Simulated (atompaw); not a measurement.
# An all-electron radial function and its pseudo partner (tellurium (Te))

Columns: radius, all-electron u(r) and pseudo u(r) of the 5p shell (level -22.24 eV) of tellurium in the configuration [Kr] 4d10 5s2 5p2; PBE, non-relativistic, PAW (atompaw) scheme, atompaw 4.2.0.5.

```json
{"r (bohr)": "0.081", "all-electron": "0.1366", "pseudo": "-0.0018"}
{"r (bohr)": "0.162", "all-electron": "-0.1212", "pseudo": "-0.0074"}
{"r (bohr)": "0.242", "all-electron": "-0.2307", "pseudo": "-0.0165"}
{"r (bohr)": "0.323", "all-electron": "-0.1272", "pseudo": "-0.0298"}
{"r (bohr)": "0.404", "all-electron": "0.0595", "pseudo": "-0.0472"}
{"r (bohr)": "0.485", "all-electron": "0.2266", "pseudo": "-0.0689"}
{"r (bohr)": "0.565", "all-electron": "0.3288", "pseudo": "-0.0948"}
{"r (bohr)": "0.646", "all-electron": "0.3617", "pseudo": "-0.1256"}
{"r (bohr)": "0.727", "all-electron": "0.3345", "pseudo": "-0.1607"}
{"r (bohr)": "0.808", "all-electron": "0.2638", "pseudo": "-0.2002"}
{"r (bohr)": "0.888", "all-electron": "0.1674", "pseudo": "-0.2429"}
{"r (bohr)": "0.969", "all-electron": "0.0562", "pseudo": "-0.2893"}
{"r (bohr)": "1.050", "all-electron": "-0.0589", "pseudo": "-0.3381"}
{"r (bohr)": "1.131", "all-electron": "-0.1712", "pseudo": "-0.3882"}
{"r (bohr)": "1.212", "all-electron": "-0.2761", "pseudo": "-0.4387"}
{"r (bohr)": "1.292", "all-electron": "-0.3701", "pseudo": "-0.4877"}
{"r (bohr)": "1.373", "all-electron": "-0.4539", "pseudo": "-0.5353"}
{"r (bohr)": "1.454", "all-electron": "-0.5262", "pseudo": "-0.5798"}
{"r (bohr)": "1.535", "all-electron": "-0.5870", "pseudo": "-0.6202"}
{"r (bohr)": "1.615", "all-electron": "-0.6362", "pseudo": "-0.6554"}
{"r (bohr)": "1.696", "all-electron": "-0.6758", "pseudo": "-0.6857"}
{"r (bohr)": "1.777", "all-electron": "-0.7059", "pseudo": "-0.7102"}
{"r (bohr)": "1.858", "all-electron": "-0.7273", "pseudo": "-0.7288"}
{"r (bohr)": "1.938", "all-electron": "-0.7408", "pseudo": "-0.7411"}
{"r (bohr)": "2.019", "all-electron": "-0.7476", "pseudo": "-0.7476"}
{"r (bohr)": "2.100", "all-electron": "-0.7482", "pseudo": "-0.7482"}
```

Question: How many radial nodes do the two functions have?

Answer: The all-electron 5p function has n − l − 1 = 3; the pseudo-wave has 0, since the states of the same l below it are removed with the core.

Question: Is the pseudo-wave norm-conserving?

Answer: No, it belongs to a PAW set: the norm inside the radius is not constrained, and the difference is carried by the augmentation charge.
